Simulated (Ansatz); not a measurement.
Geometry optimisation, RKS PBE/def2-SVP in Ansatz 0.2.0.

Input file:

```yaml
crystal:
  periodic: [false, false, false]
  atoms:
    - { symbol: W, position_ang: [0.0, 0.0, 0.0] }
    - { symbol: O, position_ang: [0.0, 0.0, 1.94] }
    - { symbol: H, position_ang: [-0.9095, -0.2814, 2.2771] }
    - { symbol: H, position_ang: [1.72, 0.0, 0.0] }
    - { symbol: O, position_ang: [0.0, 1.94, 0.0] }
    - { symbol: H, position_ang: [-0.6343, 2.2771, -0.71] }
    - { symbol: H, position_ang: [-1.72, 0.0, 0.0] }
    - { symbol: H, position_ang: [0.0, -1.72, 0.0] }
    - { symbol: H, position_ang: [0.0, 0.0, -1.72] }
basis:
  gaussian: { orbitals: def2-SVP }
hamiltonian:
  xc: pbe
relax:
  f_tol: 0.02
  max_steps: 40
```

Launched with:

```bash
$ ansatz run input.yaml --threads 2 --pin off --max-ram 3072MiB --backend cpu --events-out ev --progress --plain --runs-dir out
```

Where does it end, and by what steps?

The run converged. After 13 steps the energy has fallen by 4.525 eV; H3 moved furthest, 0.79 Å.

```
step  energy less start (eV)  largest force component (eV/Å)  accepted
   0                  0.0000                           6.215       yes
   1                 -1.9602                           2.369       yes
   2                 -3.0841                           1.831       yes
   3                 -3.9374                           1.452       yes
   4                 -4.2468                           2.847       yes
   5                 -4.4279                           0.887       yes
   6                 -4.4848                           0.344       yes
   7                 -4.5063                           0.220       yes
   8                 -4.5021                           0.215        no
   9                 -4.5164                           0.096       yes
  10                 -4.5210                           0.265       yes
  11                 -4.5206                           0.162        no
  12                 -4.5236                           0.120       yes
  13                 -4.5252                           0.013       yes
```

```xyz
9
Properties=species:S:1:pos:R:3
W 0.052 0.411 0.362
O -0.284 -0.164 2.143
H -0.640 -0.984 2.530
H 1.495 -0.299 -0.207
O -0.139 2.155 -0.372
H -0.417 2.492 -1.243
H -1.438 -0.120 -0.193
H -0.118 -1.244 0.037
H -0.055 -0.032 -1.271
```

Whether the end is a true minimum wasn't checked by a vibrational analysis.

Time of the run: 20 s on 2 threads of Intel(R) Xeon(R) Platinum 8375C CPU @ 2.90GHz (Ice Lake) (shared host), peak memory 0.14 GiB.
